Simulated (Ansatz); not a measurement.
F3Hf, doublet, geometry from GFN2-xTB (such geometries of metal compounds can be far from the true shape) (the multiplicity is a formal guess) (core potentials on Hf); Ansatz (a first-principles code) with R2SCAN/def2-SVP.

Input for Ansatz:
Ansatz 0.2 input:
```yaml
crystal:
  periodic: [false, false, false]
  atoms:
    - {symbol: Hf, position_ang: [0.01327631, 0.08252816, 0.03016674]}
    - {symbol: F, position_ang: [1.72739045, -0.45805359, -0.20520023]}
    - {symbol: F, position_ang: [-0.88642622, -0.63545890, 1.43046795]}
    - {symbol: F, position_ang: [-0.94717471, 0.43328718, -1.46660162]}
basis:
  gaussian:
    orbitals: def2-SVP
    final_grid: {core_spheres: 4, valence_spheres: 8, degree: 17}
hamiltonian:
  xc: r2scan
magnetization: {spin_polarized: true, initial_magnetization: 1}
```

What the program printed (banner, timings and long lists left out):

```
Functional definition: r2SCAN
758 factors; their error is unknown
mean field evaluation 1: about -9448.3182 eV, gradient 4.1e1 eV
mean field evaluation 2: about -9420.6388 eV, gradient 1.0e2 eV
mean field evaluation 4: about -9453.5023 eV, gradient 1.8e0 eV
mean field evaluation 8: about -9453.4671 eV, gradient 6.3e-2 eV
mean field evaluation 16: about -9453.4671 eV, gradient 3.9e-5 eV
mean field -9453.46710913 eV, -347.4085084704 hartree, gradient 3.9e-5 eV, S^2 0.751564; 0 other end points of the search recorded, 0 dependent functions left out
reference -9453.46714980 eV, -347.4085099648 hartree; 20, 19 occupied and 54, 55 virtual orbitals, 758 factors
Total energy: -9453.46714980 eV, -347.4085099648 hartree
```
